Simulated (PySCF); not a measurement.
# Excitation energy of Hg by level of theory

Hg [Xe] 4f14 5d10 6s2 (1S) → Hg [Xe] 4f14 5d9 6s2 7s1 (3D), as a difference of total energies. Computed with PySCF 2.14 in aug-cc-pwCVDZ-PP with ECP60MDF, with a scalar-relativistic core potential. Correlated levels: valence: 5s2 5p6 frozen; valence and next inner shell: nothing frozen outside the core potential. The calculations carry no spin-orbit coupling.

```json
{"method": "UHF", "excitation energy (eV)": "11.368"}
{"method": "LDA", "excitation energy (eV)": "12.771"}
{"method": "PBE", "excitation energy (eV)": "12.468"}
{"method": "PBE0", "excitation energy (eV)": "12.424"}
{"method": "r2SCAN", "excitation energy (eV)": "12.573"}
{"method": "BLYP", "excitation energy (eV)": "12.445"}
{"method": "HSE06", "excitation energy (eV)": "12.419"}
{"method": "r2SCANh", "excitation energy (eV)": "12.550"}
{"method": "B2PLYP", "excitation energy (eV)": "12.614"}
{"method": "MP2 (valence)", "excitation energy (eV)": "12.941"}
{"method": "SCS-MP2 (valence)", "excitation energy (eV)": "12.799"}
{"method": "MP2 (valence and next inner shell)", "excitation energy (eV)": "12.659"}
{"method": "SCS-MP2 (valence and next inner shell)", "excitation energy (eV)": "12.505"}
```

Task: How much does correlation contribute at MP2 (valence and next inner shell)?

Result: 12.659 − (11.368) = 1.291 eV, measured against UHF.

The upper state lies above the first ionisation limit, where it may autoionise and the basis confines it. A Rydberg-like electron needs more diffuse functions than a valence basis has.

The promoted electron is Rydberg-like, and one or two diffuse shells describe it only roughly, which tends to raise the upper state.
